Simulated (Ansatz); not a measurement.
Species: C3H5N, SMILES `CC#CN` (charge 0, multiplicity 1).

Question: Give a relaxed geometry from B3LYP-D3(BJ)/def2-TZVP (Ansatz, an electronic-structure program).

Answer: the end point of this relaxation (outside a Z-matrix the atoms follow the SMILES, hydrogens last).
Cartesian coordinates (Å) in one orientation:
```xyz
9

C     -1.732    -0.132     0.543
C     -0.307    -0.012     0.266
C      0.868     0.088     0.032
N      2.176     0.206    -0.302
H     -2.274     0.749     0.189
H     -1.938    -0.243     1.611
H     -2.156    -1.000     0.031
H      2.733    -0.618    -0.129
H      2.628     1.038     0.050
```
